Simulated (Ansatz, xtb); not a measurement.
**Two isomers of C6H4BrFO**

We compare a, `Oc1ccc(F)cc1Br`, a singlet, with b, `Oc1cc(F)cc(Br)c1`, a singlet. Both are isolated molecules in the gas phase, relaxed with r2SCAN-D4/def2-SVP; the shapes shown needn't be the lowest conformers.

a (Å):

```yaml
atoms:
  - { symbol: C, position_ang: [-0.0663, 0.7596, -1.2784] }
  - { symbol: C, position_ang: [0.8720, -0.2249, -1.6276] }
  - { symbol: C, position_ang: [0.4874, -1.5489, -1.8287] }
  - { symbol: C, position_ang: [-0.8540, -1.8978, -1.6793] }
  - { symbol: C, position_ang: [-1.8186, -0.9556, -1.3342] }
  - { symbol: C, position_ang: [-1.4105, 0.3645, -1.1378] }
  - { symbol: Br, position_ang: [-2.6871, 1.6943, -0.6647] }
  - { symbol: F, position_ang: [-1.2307, -3.1700, -1.8713] }
  - { symbol: O, position_ang: [0.3610, 2.0226, -1.0964] }
  - { symbol: H, position_ang: [-0.4057, 2.5737, -0.8616] }
  - { symbol: H, position_ang: [1.9151, 0.0823, -1.7367] }
  - { symbol: H, position_ang: [1.2153, -2.3167, -2.1005] }
  - { symbol: H, position_ang: [-2.8627, -1.2533, -1.2232] }
```

b (Å):

```xyz
13

C    -1.2686    0.6025   -1.3385
C    -1.4193   -0.2055   -2.4744
C    -0.5525   -1.2787   -2.6374
C     0.4589   -1.5907   -1.7271
C     0.5784   -0.7646   -0.6092
C    -0.2653    0.3277   -0.3947
Br    1.9324   -1.1346    0.6655
F    -0.6909   -2.0530   -3.7185
O    -2.1217    1.6408   -1.1991
H    -1.9142    2.1149   -0.3825
H    -2.1975    0.0053   -3.2093
H     1.1149   -2.4444   -1.8989
H    -0.1444    0.9551    0.4923
```

Quicker runs give these differences E(b) − E(a): GFN2-xTB −0.21 kcal/mol; HF/STO-3G −0.60 kcal/mol (at GFN2-xTB geometries); r2SCAN-D4/def2-SVP//GFN2-xTB +0.60 kcal/mol.

Problem. Estimate which is lower in electronic energy at CCSD(T)/def2-SVP + ΔMP2/def2-TZVPP, and by roughly how much.

Solution. Too close to call at this level: CCSD(T)/def2-SVP + ΔMP2/def2-TZVPP gives E(b) − E(a) = +0.57 kcal/mol.

Level by level:

```tsv
level	geometry	E(b) − E(a) (kcal/mol)	departure from the last row (kcal/mol)	job, with rough time for the two
GFN2-xTB	GFN2-xTB	−0.21	−0.78	optimisation, 0.21 s
HF/STO-3G	GFN2-xTB	−0.60	−1.17	single point, 1.4 s
r2SCAN-D4/def2-SVP//GFN2-xTB	GFN2-xTB	+0.60	+0.03	single point, 6.9 s
r2SCAN-D4/def2-SVP	r2SCAN-D4/def2-SVP	+0.64	+0.07	optimisation, 58 s
HF/def2-SVP	r2SCAN-D4/def2-SVP	−1.36	−1.93	part of the CCSD(T) run
MP2/def2-SVP	r2SCAN-D4/def2-SVP	+0.55	−0.02	part of the CCSD(T) run
CCSD(T)/def2-SVP	r2SCAN-D4/def2-SVP	+0.40	−0.17	single point
CCSD(T)/def2-SVP + ΔMP2/def2-TZVPP	r2SCAN-D4/def2-SVP	+0.57		single point, 5.4 min
```

As drawn, both hold the same kinds of bond in the same numbers.

The largest departure from CCSD(T)/def2-SVP + ΔMP2/def2-TZVPP is that of HF/def2-SVP, 1.93 kcal/mol. The last row adds to CCSD(T) the change of the MP2 difference between the two basis sets, here +0.17 kcal/mol.

With thermal terms from frequencies at re-optimised GFN2-xTB minima (ideal gas, soft modes damped towards free rotors, one conformer each, 298.15 K, 1 atm): on the last row, ΔE + ΔZPE = +0.65, ΔH = +0.67, ΔG = +0.59 kcal/mol.

The correlated steps freeze 17 core orbitals; the filled d shell of Br is correlated, in a basis made for valence electrons. Run with Ansatz 0.2.0, xtb 6.7.1; the last row on 2 threads of Intel(R) Xeon(R) Processor @ 2.70GHz on a shared host.
